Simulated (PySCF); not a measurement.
# Deuteron quadrupole couplings in `COC(=O)O[SiH2][C@@H](C)F`

C4H9FO3Si.
Z-matrix (Å and degrees, GFN2-xTB geometry), rows numbered from 1:
```
C 
O   1  1.4244
C   2  1.3248  1  117.47
O   3  1.1985  2  126.03  1    -0.49
O   3  1.3182  2  110.10  1   179.71
Si  5  1.6650  3  118.33  2   178.85
C   6  1.9174  5  100.73  3   178.66
C   7  1.5211  6  114.84  5    63.42
F   7  1.3945  6  106.94  5  -176.07
H   1  1.0909  2  110.07  3     6.74
H   1  1.0903  2  108.46  3  -113.76
H   1  1.0894  2  107.72  3   127.27
H   6  1.4583  5  109.27  3   -64.28
H   6  1.4567  5  110.07  3    61.20
H   7  1.0969  6  111.89  5   -62.27
H   8  1.0873  7  110.22  6    58.11
H   8  1.0859  7  109.17  6   -61.90
H   8  1.0887  7  110.53  6   178.09
```

Level: PBE0/pcSseg-1 (PySCF, non-relativistic); Q(2H) = 0.00286 b; rigid geometry, the same for H and D, with no vibrational averaging.

**Question.** Rank these positions by the coupling χzz of a deuteron there, largest first.
A. H13 (Si–H hydrogen)
B. H12 (methyl hydrogen)
C. H10 (methyl hydrogen)
D. H17 (methyl hydrogen)

**Answer.** D (211 kHz), B (203 kHz), C (194 kHz), A (109 kHz).

**Question.** Tabulate Vzz, the asymmetry η and χzz = 234.96 MHz × Q × Vzz for every hydrogen position.

**Answer.** 
```csv
atom,bonded to,bond length (Å),Vzz (au),η,χzz (kHz)
H10,C1,1.091,0.2884,0.09,194
H11,C1,1.090,0.3002,0.08,202
H12,C1,1.089,0.3018,0.08,203
H13,Si6,1.458,0.1625,0.04,109
H14,Si6,1.457,0.1633,0.05,110
H15,C7,1.097,0.2881,0.07,194
H16,C8,1.087,0.3130,0.03,210
H17,C8,1.086,0.3145,0.03,211
H18,C8,1.089,0.3118,0.02,210
```

**Question.** Average by the element that carries the hydrogen.

**Answer.** on C: 203 kHz over 7 positions, mean bond length 1.090 Å; on Si: 109 kHz over 2 positions, mean bond length 1.458 Å.

**Question.** How does χzz go with the bond length over the 7 C–H bonds?

**Answer.** A straight-line fit has a slope of -18.3 kHz for each 0.01 Å, with a correlation coefficient of -0.85, over lengths from 1.086 to 1.097 Å. The longer bonds have the smaller couplings here.

One conformer (not necessarily the lowest) at the GFN2-xTB geometry, without solvent, vibrations or thermal averaging. GFN2-xTB bond lengths can be off by several hundredths of an ångström, more for odd bonds, and the gradients follow them. The small basis limits the accuracy of the gradients.
